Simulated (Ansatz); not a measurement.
Start from `CSCS` and change one atom or group to get `[SiH3]CSCS`.

Ansatz, PBE0-D4/def2-TZVP geometries, multiplicity 1. Each molecule was computed in one conformer, which needn't be the lowest.

```json
{"property": "LUMO energy (ωB97M-V/def2-TZVPP) / eV", "`CSCS`": "2.02"}
{"property": "size of the dipole moment (B3LYP/def2-TZVPP) / D", "`CSCS`": "0.60"}
{"property": "HOMO–LUMO gap (PBE/def2-TZVPP) / eV", "`CSCS`": "4.43"}
{"property": "ideal-gas entropy at 298 K and 1 bar (rigid rotor, harmonic PBE0-D4/def2-TZVP) / J/(mol·K)", "`CSCS`": "327"}
{"property": "size of the dipole moment (ωB97M-V/def2-TZVPP) / D", "`CSCS`": "0.59"}
{"property": "LUMO energy (PBE/def2-TZVPP) / eV", "`CSCS`": "-0.86"}
```

(1) What does the change do to each property? (Estimate.)

Answers

(1) Computed: 
```
                                                                                  property  `[SiH3]CSCS`  shift
                                                     LUMO energy (ωB97M-V/def2-TZVPP) / eV          1.83  -0.19
                                          size of the dipole moment (B3LYP/def2-TZVPP) / D          1.75   1.15
                                                       HOMO–LUMO gap (PBE/def2-TZVPP) / eV          4.51   0.08
ideal-gas entropy at 298 K and 1 bar (rigid rotor, harmonic PBE0-D4/def2-TZVP) / J/(mol·K)           383     56
                                        size of the dipole moment (ωB97M-V/def2-TZVPP) / D          1.77   1.18
                                                         LUMO energy (PBE/def2-TZVPP) / eV         -0.80   0.06
```

The zero-point energy changes by 39.2 kJ/mol with +9 modes. Dipoles are sizes alone; their direction can turn. Modes under 60 cm⁻¹, often nearly free rotors, make the harmonic entropy too high.

B3LYP here is the variant with VWN-RPA as its local correlation; programs differ in this.
